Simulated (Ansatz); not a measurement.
Reaction (isomerisation): `NC[SiH](O)O` → `OC(O)N[SiH3]`

Gas-phase electronic energies from Ansatz, PBE0-D4/def2-TZVP geometries. CBS: MP2 limit from def2 TZ/QZ plus the TZ coupled-cluster correction, frozen cores. Functionals use def2-TZVPP. B3LYP here is the variant with VWN-RPA as its local correlation; programs differ in this. Each species was taken in one conformer, which may not be the lowest.

```csv
level,ΔE (eV),difference from CCSD(T)/CBS
PBE-D4,2.34,-0.20
r2SCAN-D4,2.45,-0.09
PBE0-D4,2.38,-0.16
B3LYP-D4,2.44,-0.10
ωB97X-V,2.38,-0.16
ωB97M-V,2.47,-0.07
B2PLYP,2.49,-0.05
PBE,2.33,-0.21
r2SCAN,2.45,-0.09
PBE0,2.38,-0.16
B3LYP,2.42,-0.12
HF/def2-TZVPP,2.37,-0.17
MP2/def2-TZVPP,2.57,0.03
SCS-MP2/def2-TZVPP,2.50,-0.04
CCSD/def2-TZVPP,2.46,-0.08
CCSD(T)/def2-TZVPP,2.45,-0.09
HF/def2-QZVPP,2.39,-0.15
MP2/def2-QZVPP,2.62,0.08
SCS-MP2/def2-QZVPP,2.56,0.02
HF/CBS(def2),2.40,-0.14
MP2/CBS(def2),2.65,0.11
CCSD/CBS(def2),2.55,0.01
CCSD(T)/CBS,2.54,0
```

Largest T1 diagnostic among the species: 0.011.

In def2-TZVPP, CCSD(T) changes the Hartree–Fock value by +0.08 eV (the triples alone add −0.01 eV) and MP2 by +0.20 eV. From PBE to PBE0 (25 % exact exchange), in def2-TZVPP and without D4, ΔE moves by +0.04 eV.
